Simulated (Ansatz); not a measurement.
Species: CH₃F₃Ge, net charge 0, singlet state. 
Coordinates optimised at B3LYP-D3(BJ)/def2-TZVP (Ansatz, an electronic-structure program):
```
C
F 1 1.3530
F 1 1.3530 2 106.86
F 1 1.3530 2 106.86 3 114.11
Ge 1 2.0176 2 111.97 3 -122.95
H 5 1.5312 1 107.04 2 60.00
H 5 1.5312 6 111.79 1 -116.91
H 5 1.5312 6 111.79 7 -126.18
```
Charge 0, spin multiplicity 1.

Parts of the frozen-core correlation energy in 6-31G (Ansatz, hartree). Frozen orbitals: 18; correlated occupied orbitals by spin: 16 and 16; virtual: 37 and 37. Spin-orbit coupling is left out. Non-relativistic.

```json
[
 {"term": "reference (HF)", "value": "-2412.82254"},
 {"term": "MP2 opposite-spin", "value": "[?]"},
 {"term": "MP2 same-spin", "value": "[?]"},
 {"term": "CCSD correlation", "value": "[?]"},
 {"term": "(T)", "value": "-0.01053"},
 {"term": "T1 diagnostic", "value": "0.012"},
 {"term": "largest doubles amplitude", "value": "0.033"}
]
```

### Question
What belongs in the gaps?

### Answer

- MP2 opposite-spin, value: -0.38096
- MP2 same-spin, value: -0.12709
- CCSD correlation, value: -0.52927
